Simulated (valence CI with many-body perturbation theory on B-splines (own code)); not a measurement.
# Level structure of Te13+

Calculated by relativistic CI+MBPT: three valence electrons over a frozen Dirac-Fock core [Kr], radial functions for each j: 7 s, 7 p, 8 d, 6 f, 4 g, 1 h, with the one-electron correlation potential Σ1, the two-electron term Σ2, the three-electron term Σ3, Breit, model QED; selected CI, second order for the rest, scaled by the run's own slope (own B-spline code, finite nucleus).

No measured spectrum was set against this ion. As an estimate, terms of the open shell hold to 2 to 4 % of their energy, and close levels can change places. Excitations out of the core, of the other parity, are not computed and may begin above about 58.5 eV (a cautious bound); beyond it only levels of the ground parity were kept, without lifetimes.

Levels 1 to 35 of 35, with energies above the lowest level, 4d³ ⁴F_3/2. "Leading %" is the weight of the configuration and term that name the level; weights of strongly mixed levels are sums over their largest components and can fall short. Lifetimes count E1, E2, E3, M1 and M2 decay at the calculated energies, and are blank where another channel may lead or the interval is too uncertain; long ones can be off by a factor of two.

```csv
No.,Configuration,Term,J,E (cm⁻¹),Leading %,g,Lifetime
1,4d³,⁴F,3/2,0,88,0.453,
2,4d³,⁴F,5/2,8232,96,1.034,45.6 ms
3,4d³,⁴F,7/2,15698,91,1.209,62.8 ms
4,4d³,⁴F,9/2,21482,71,1.258,238 ms
5,4d³,⁴P,3/2,25310,55,1.458,22.1 ms
6,4d³,⁴P,1/2,28256,78,2.233,132 ms
7,4d³,²G,7/2,36196,88,0.925,9.05 ms
8,4d³,²H,9/2,37326,57,1.042,13.2 ms
9,4d³,⁴P,5/2,39058,93,1.571,29.2 ms
10,4d³,²D,3/2,44858,49,1.164,3.93 ms
11,4d³,²P,1/2,47848,78,1.101,9.12 ms
12,4d³,²H,11/2,50750,100,1.090,29.8 ms
13,4d³,²D,5/2,55555,92,1.207,6.58 ms
14,4d³,²G,9/2,56572,56,1.051,5.72 ms
15,4d³,²P,3/2,64621,58,1.183,3.95 ms
16,4d³,²F,5/2,67173,90,0.893,14.0 ms
17,4d³,²F,7/2,67416,96,1.134,11.8 ms
18,4d³,²D,3/2,102140,99,0.802,2.87 ms
19,4d³,²D,5/2,102950,88,1.178,1.76 ms
20,4d²5s,⁴F,3/2,725780,92,0.430,
21,4d²5s,⁴F,5/2,729320,72,1.011,
22,4d²5s,⁴F,7/2,740140,92,1.230,
23,4d²5s,²F,5/2,745090,69,0.919,
24,4d²5s,⁴F,9/2,750040,92,1.316,
25,4d²5s,⁴P,1/2,753680,89,2.521,
26,4d²5s,⁴P,5/2,757850,53,1.380,
27,4d²5s,²F,7/2,758440,79,1.109,
28,4d²5s,⁴P,3/2,758630,72,1.472,
29,4d²5s,²D,3/2,762850,41,1.174,
30,4d²5s,²P,1/2,767940,91,0.823,
31,4d²5s,²G,9/2,775460,92,1.127,
32,4d²5s,²D,5/2,776140,51,1.373,
33,4d²5s,²G,7/2,776480,84,0.929,
34,4d²5s,²P,3/2,781430,66,1.187,
35,4d²5s,²S,1/2,823920,93,1.992,
```

Names give the largest LS component (configuration and term), which can be under half, so a name can repeat, a term be missing and a line seem to break the LS rules; names also repeat where a configuration has a term twice.

The ionisation energy to 4d² ³F2 of the next ion comes out as 300.14 eV (NIST: 299 ± 3 eV (theoretical)). All 35 levels together are meant to be complete up to 472140 cm⁻¹.
